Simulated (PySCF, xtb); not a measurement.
GeBr₂, SMILES [Br][Ge][Br] (connectivity only; charge and spin as stated), neutral, multiplicity 1.

Harmonic wavenumbers (cm⁻¹) from GFN2-xTB (xtb) at its own minimum, in rising order: 94, 259, 276.

Q: What does PBE0-D3(BJ)/def2-SVP run with PySCF 2.14.0 give at its own minimum? (An estimate is asked for; the answer gives what the named calculation found.)

A: 102, 289, 294. Paired by order, the mean absolute difference is 19 cm⁻¹ and the zero-point energies are 0.9 and 1.0 kcal/mol.
